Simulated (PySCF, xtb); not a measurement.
FH3OSiTe, SMILES [Te](F)O[SiH3].

GFN2-xTB in xtb at its own geometry gives an orbital gap of 2.94 eV and a dipole moment of 2.47 D.

Geometry: PBE-D3(BJ)/def2-SVP. The def2 effective core potentials stand for the cores of Te; spin–orbit coupling is left out. Other conformers were not sampled.

**Question.** What does HF/def2-TZVP (PySCF) give? (Estimate from the structure and the level; the computed values follow.)

**Answer.** gap 10.03 eV (levels -9.30 and 0.72 eV), dipole 2.84 D.
